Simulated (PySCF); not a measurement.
C₉H₆N₂.
Structure used (PBE0-D3(BJ)/def2-SVP), in Å, numbered top down from 1:
```xyz
17
C9H6N2 angstrom
N      3.4901   -1.6333    0.5907
C      2.7474   -0.7529    0.4866
C      1.7924    0.3397    0.3558
C      0.3758   -0.1292    0.3872
C     -0.1597   -1.3479    0.5180
C     -1.6485   -1.1452    0.4721
C     -1.9947    0.2208    1.0340
C     -1.9729    0.0572   -0.3939
C     -0.8138    0.8034    0.2620
C     -0.6517    2.2216    0.0999
N     -0.4767    3.3591   -0.0309
H      2.0012    0.8814   -0.5840
H      1.9777    1.0713    1.1625
H      0.3607   -2.2975    0.6343
H     -2.3671   -1.9624    0.5548
H     -2.6861    0.6297    1.7705
H     -2.6399    0.2869   -1.2245
```

Computed with TDDFT CAM-B3LYP/def2-SVPD, vertical, gas phase, core orbitals frozen in the response (PySCF 2.14.0, density-fitted response routines).

Ground-to-excited transition dipoles (e·a0, same axes as the geometry; the sign carries no meaning), for the states with f of 0.002 or more among the lowest 6:

| state | E (eV) | μx | μy | μz |
| --- | --- | --- | --- | --- |
| S1 | 5.732 | 0.439 | 0.479 | -0.048 |
| S2 | 6.635 | -0.390 | -0.307 | 0.031 |
| S5 | 6.894 | -0.003 | 0.032 | 0.267 |
| S6 | 7.236 | 0.002 | -0.021 | -0.179 |

**Question.** What oscillator strength does each state have?

**Answer.** f = (2/3) ΔE |μ|² with ΔE in hartree (27.2114 eV).

| state | \|μ\|² (au) | \|μ\| (D) | f |
| --- | --- | --- | --- |
| S1 | 0.425 | 1.66 | 0.060 |
| S2 | 0.247 | 1.26 | 0.040 |
| S5 | 0.072 | 0.68 | 0.012 |
| S6 | 0.033 | 0.46 | 0.006 |

**Question.** What is the point group, and which symmetry does each of these states have?

**Answer.** Cs. From a totally symmetric ground state, an allowed state transforms like the component of the dipole operator along its μ. Polarised normal to the mirror plane, so A″: S5 and S6. Polarised in the mirror plane, so A′: S1 and S2.

**Question.** Which bond between heavy atoms lies closest to the direction of the S1 transition dipole?

**Answer.** C4–C5, at 19° from it; next C3–C4 at 29°.

**Question.** What angle do the transition dipoles of S1 and S5 make?

**Answer.** |cos θ| = |μa·μb| / (|μa| |μb|) = 0.00, so θ ≈ 90° (taken between 0 and 90°, since the signs are arbitrary).

**Question.** How is the summed strength of these states shared among x, y and z?

**Answer.** (2/3) Σ ΔE μα² gives 0.052 for x, 0.048 for y and 0.018 for z, 0.118 in all.

**Question.** What peak molar absorption coefficient would the strongest computed level give as a lone Gaussian band 0.3 eV wide at half height?

**Answer.** ε(max) = 2.175×10⁸ f / FWHM, with the width in cm⁻¹. S1: 2.175×10⁸ × 0.0597 / 2420 ≈ 5400 L mol⁻¹ cm⁻¹.

Cost: about 4 min of CPU time on one thread (grids of density and orbitals included); the machine was shared, so the figure is rough.

One conformer stands for the species.
